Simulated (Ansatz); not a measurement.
Z-matrix (Å, degrees):
```
C
Si 1 1.857
H 1 1.092 2 110.7
H 1 1.092 2 111.1 3 120.9
H 1 1.093 2 109.8 3 -119.3
N 2 1.747 1 114.3 3 -55.9
O 2 1.642 1 106.5 3 64.5
H 2 1.496 1 111.4 3 -174.3
H 6 1.022 2 114.1 1 -54.8
H 7 0.958 2 116.9 1 -163.0
```

Charge 0, multiplicity 2.

**Question.** List the CAM-B3LYP/def2-TZVPP orbital energies in eV (Ansatz). (Best estimate.)

**Answer.** Ansatz gave: α occupied: -1801.35, -522.38, -391.99, -278.42, -145.82, -101.17, -101.15, -101.12, -29.53, -25.02, -21.39, -16.98, -15.01, -13.72, -13.02, -12.60, -12.08, -11.58, -10.80, -9.88, -9.69. α empty: 1.76, 1.94, 2.35, 3.59, 3.75, 3.87, 4.10, 4.33. β occupied: -1801.36, -522.39, -391.49, -278.40, -145.82, -101.17, -101.16, -101.13, -29.53, -23.61, -21.32, -16.93, -14.79, -13.51, -12.95, -12.45, -11.97, -11.30, -10.14, -9.35. β empty: -2.15, 1.81, 2.00, 2.46, 3.62, 3.79, 3.91, 4.11. ⟨S²⟩ = 0.754.
